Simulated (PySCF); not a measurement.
PbCl₃, SMILES [Cl][Pb-]([Cl])[Cl], charge -1.

Geometry: PBE0-D3(BJ)/def2-SVPD. The isomer is the one that the SMILES or the coordinates give; other isomers of the formula were not compared. The def2 effective core potentials stand for the cores of Pb; spin–orbit coupling is left out.

Two levels are set side by side: PBE/def2-TZVPD (PySCF) and PBE0/def2-TZVPD (PySCF). Same geometry, gas phase. Differences are taken from unrounded values.

```tsv
quantity	PBE
orbital gap (eV)	4.06
highest occupied level (eV)	-2.32
lowest empty level (eV)	1.74
mean polarisability (bohr³)	115.6
```

Problem. These are the PBE values. What does PBE0 give? (Estimate from the structure and the level; the computed values follow.)

Solution. 
```
quantity                      PBE0  PBE minus PBE0
---------------------------  -----  --------------
orbital gap (eV)              5.73           -1.67
highest occupied level (eV)  -3.38            1.06
lowest empty level (eV)       2.35           -0.61
mean polarisability (bohr³)  108.9             6.7
```

Without exact exchange PBE keeps part of each electron's self-repulsion, which lifts occupied levels and narrows the gap. PBE's more diffuse valence density responds more strongly to a field. Differences between two approximate levels are no errors against the true value.

Rough cost on one machine, each run with all the roots and properties that it gave: PBE0 against PBE within a factor of 2.
